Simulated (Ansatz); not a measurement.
This geometry of FH$_{2}$SbSe (5 atoms, charge 0, multiplicity 1) is a first-order saddle point.

Theory: RKS PBE0/def2-SVP in Ansatz 0.2.0.

```xyz
5
Properties=species:S:1:pos:R:3
F -1.018 -0.547 1.285
Sb -1.032 0.362 -0.434
Se 1.525 0.767 -0.484
H -0.947 -1.098 -1.360
H 1.522 0.442 0.952
```

Question: Which two structures does it join? (They come from a converged band through this point; their orientation in space is the band's.)

Answer: No bond is made or broken. The dihedral F1–Sb2–Se3–H5 goes from 68 to -98°.

Image 0:

```xyz
5
Properties=species:S:1:pos:R:3
F -1.517 -0.400 1.299
Sb -1.103 0.176 -0.514
Se 1.136 1.349 -0.125
H -0.334 -1.316 -0.904
H 1.868 0.117 0.202
```

Image 10:

```xyz
5
Properties=species:S:1:pos:R:3
F -1.604 -0.552 1.187
Sb -0.884 0.195 -0.460
Se 1.617 0.105 0.024
H -0.738 -1.341 -1.226
H 1.659 1.519 0.433
```

Question: How far does it lie above each of them?

Answer: 0.162 eV above the first and 0.215 eV above the second. This is the barrier of this one path; another mechanism may lie lower.

The run took 3.4 min on 1 thread of Arm Neoverse V2, on a shared host, peak memory 0.19 GiB.
